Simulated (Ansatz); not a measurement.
A nudged elastic band was laid between two geometries of CH₃ClOSi₂ (8 atoms, charge 0, multiplicity 1).

All numbers below come from RKS r2SCAN-D4/def2-SVP (Ansatz 0.2.0).

```yaml
movable_images: 5
climbing_image: yes
spring: 5.0 eV/Å²
optimiser: quadratic models (default)
start_path: through a guess of the saddle point
force_threshold: 0.05 eV/Å
iteration_limit: 60
end_points: relaxed
```

Image 0:

```xyz
8
Properties=species:S:1:pos:R:3
O 1.197 -1.810 -0.424
C 0.577 -0.924 0.094
Si 1.065 0.535 1.193
Si -1.324 -0.574 -0.329
Cl -1.516 -0.830 -2.379
H -0.151 1.381 1.395
H 2.076 1.356 0.448
H -1.831 0.811 -0.055
```

Image 6:

```xyz
8
Properties=species:S:1:pos:R:3
O 1.232 -2.086 0.287
C 0.488 -1.182 0.163
Si 0.583 0.888 0.695
Si -0.844 -0.160 -0.728
Cl -1.673 -0.022 -2.639
H 0.249 1.930 1.723
H 1.973 1.102 0.191
H -1.916 -0.526 0.252
```

**Question.** Which bonds break or form, and what moves?

**Answer.** Bonds formed: Si3–Si4. The height of Si3 over the plane of its neighbours goes from -0.58 to 0.26 Å.

**Question.** Give the energies along the band, and the barrier.

**Answer.** It converged. The highest image is number 2 of 0 to 6, 0.098 eV above the first end and 0.937 eV above the last; the last end lies 0.839 eV below the first. The profile has 2 maxima (images 2, 4) with wells between them (image 3): this band takes more than one step, which may be the mechanism or a detour left from its start path. A vibrational analysis at the climbing image gives one clearly imaginary mode, 192i cm⁻¹: a first-order saddle point.

| image | path coordinate (Å) | energy (eV) | Si3–Si4 (Å) | height of Si3 over the plane of its neighbours (Å) |
| --- | --- | --- | --- | --- |
| 0 | 0.00 | 0.000 | 3.04 | -0.58 |
| 1 | 1.25 | 0.035 | 3.03 | -0.66 |
| 2 | 2.50 | 0.098 | 3.00 | -0.80 |
| 3 | 3.89 | -0.326 | 2.69 | -0.98 |
| 4 | 5.29 | -0.156 | 2.33 | -0.16 |
| 5 | 6.68 | -0.679 | 2.30 | 0.34 |
| 6 | 8.07 | -0.839 | 2.27 | 0.26 |

**Question.** What is the geometry of the highest image?

**Answer.** 
```xyz
8
Properties=species:S:1:pos:R:3
O 0.976 -2.229 0.407
C 0.623 -1.110 0.325
Si 1.274 0.656 0.781
Si -1.182 -0.461 -0.525
Cl -0.758 -0.056 -2.535
H 0.215 0.915 1.835
H 0.667 1.402 -0.383
H -1.724 0.826 0.040
```

The band took 27 iterations and roughly 7 core-minutes.

Time of the run: 3.4 min on 2 threads of Intel(R) Xeon(R) 6975P-C (Granite Rapids), with other jobs on the host, peak memory 0.17 GiB.
